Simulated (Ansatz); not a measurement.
Si(OEt)H3 (C₂H₈OSi), relaxed as a singlet with RKS r2SCAN-D4/def2-SVP in Ansatz, starting from the GFN2-xTB geometry. Force threshold 0.02 eV/Å.

Start:

```xyz
12

Si    1.054    0.300   -1.781
O     0.515   -0.213   -0.345
C    -0.561    0.235    0.424
C    -0.671   -0.605    1.688
H    -0.411    1.291    0.684
H    -1.488    0.163   -0.160
H    -1.494   -0.250    2.301
H    -0.842   -1.647    1.427
H     0.254   -0.539    2.255
H     2.189   -0.593   -1.930
H     1.421    1.720   -1.738
H     0.035    0.137   -2.824
```

| step | energy (eV) | largest force component (eV/Å) | SCF passes |
| --- | --- | --- | --- |
| 1 | -12120.7330 | 1.487 | 25 |
| 2 | -12120.8585 | 0.669 | 29 |
| 3 | -12120.8745 | 0.239 | 29 |
| 4 | -12120.8838 | 0.161 | 28 |
| 5 | -12120.8844 | 0.088 | 29 |
| 6 | -12120.8856 | 0.023 | 32 |
| 7 | -12120.8857 | 0.003 | 23 |

Force components are those of the run's own axes.

End:

Cartesian coordinates in Å:
```
Si 1.065 0.283 -1.766
O 0.579 -0.314 -0.289
C -0.534 0.201 0.426
C -0.704 -0.584 1.707
H -0.379 1.276 0.651
H -1.452 0.130 -0.193
H -1.561 -0.204 2.285
H -0.873 -1.648 1.485
H 0.201 -0.504 2.328
H 2.252 -0.513 -2.175
H 1.428 1.733 -1.671
H -0.021 0.144 -2.788
```

By distances, no bond broke or formed. The bond that changes most is Si1–O2, from 1.62 to 1.67 Å (atoms count from 1).

No frequencies were taken in this run, so the end may be a saddle point.

Run time 22 s (4 threads of Intel Xeon on a shared host).
